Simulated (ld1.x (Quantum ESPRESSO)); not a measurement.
# cobalt: one change to an RRKJ potential, before and after

* Element: Co
* Generator: ld1.x (Quantum ESPRESSO) 7.5
* Type: norm-conserving RRKJ (Kleinman–Bylander form)
* Functional: PBE
* Relativity: scalar-relativistic
* Frozen core: [Ne] 3s2
* Valence charge: 15
* Reference configuration: 3p6 3d7 4s2 4p0
* Partial waves: 3p (bound): rc 0.95 bohr; 3d (bound): rc 1.20 bohr; 4f channel at -0.05 Ry: rc 1.70 bohr; 4s (bound): rc 1.95 bohr
* Local potential: the s channel
* Core correction: a·sin(br)/r model core, default radius (core density twice the valence density)

All-electron outer shells of the reference configuration (PBE, scalar-relativistic, ld1.x):

```json
{"shell": "2p", "level (eV)": "-769.94", "outermost node (bohr)": "–", "outermost maximum (bohr)": "0.17"}
{"shell": "3s", "level (eV)": "-102.40", "outermost node (bohr)": "0.31", "outermost maximum (bohr)": "0.66"}
{"shell": "3p", "level (eV)": "-65.64", "outermost node (bohr)": "0.28", "outermost maximum (bohr)": "0.68"}
{"shell": "3d", "level (eV)": "-8.20", "outermost node (bohr)": "–", "outermost maximum (bohr)": "0.66"}
{"shell": "4s", "level (eV)": "-5.47", "outermost node (bohr)": "0.96", "outermost maximum (bohr)": "2.32"}
{"shell": "4p", "level (eV)": "-1.28", "outermost node (bohr)": "1.05", "outermost maximum (bohr)": "3.25"}
```

Change: core correction none.

Cutoffs: the cutoffs (Ry, on a coarse ladder) from which the occupation-weighted sum of valence levels, in a spherical-Bessel basis at the reference potential, stays within 10 and 1 mRy of its value at 400 Ry; they do not see the model core or the augmentation charge, which bear on the density cutoff. Errors are all-electron minus pseudo energies relative to the spin-unpolarised reference configuration.

Q: What does the change do?

A: The potential gets neither clearly harder nor softer (160 Ry and 230 Ry → 160 Ry and 230 Ry); of the 7 tests that both files solve, the error grows in 0 and shrinks in 3 by more than 15 % and 0.3 meV (median size 238.2 → 193.9 meV); neither file shows a bound ghost at the reference potential, the only one tested. The default core radius of the base comes out at 0.37 bohr.

```tsv
quantity	base	changed
cutoff, loose	160 Ry	160 Ry
cutoff, tight	230 Ry	230 Ry
bound ghosts	none	none
error for 3p6 3d7 4s1 4p0, meV [ΔE 9.03 eV]	-6.8	-5.0
error for 3p6 3d7 4s0 4p0, meV [ΔE 25.82 eV]	-43	-27
error for 3p6 3d6 4s0 4p0, meV [ΔE 61.69 eV]	-238	-194
error for 3p6 3d7 4s0 4p2, meV [ΔE 8.98 eV]	-1571	-1564
error for 3p6 3d6 4s2 4p1, meV [ΔE 9.66 eV]	-1188	-1180
error for 3p5 3d7 4s2 4p0, meV [ΔE 73.52 eV]	-535	-518
error for 3p6 3d7 4s1.5 4p0, meV [ΔE 3.60 eV]	-1.4	-1.2
s: phases at 2.14 bohr within 0.05 rad from the reference energy up to (Ry; the scan ends near 5)	3.7	3.7
p: phases at 2.14 bohr within 0.05 rad from the reference energy up to (Ry; the scan ends near 5)	-1.4	-1.4
d: phases at 2.14 bohr within 0.05 rad from the reference energy up to (Ry; the scan ends near 5)	0.6	0.6
f: phases at 2.14 bohr within 0.05 rad from the reference energy up to (Ry; the scan ends near 5)	3.3	3.3
```

Base: These tests converged, but a pseudo level misses the all-electron one widely, so the file describes the atom poorly there or has found another state: 3p6 3d6 4s0 4p0: empty 4p by 3.0 eV (a node warning on the way). Changed file: These tests converged, but a pseudo level misses the all-electron one widely, so the file describes the atom poorly there or has found another state: 3p6 3d6 4s0 4p0: empty 4p by 3.0 eV (a node warning on the way).
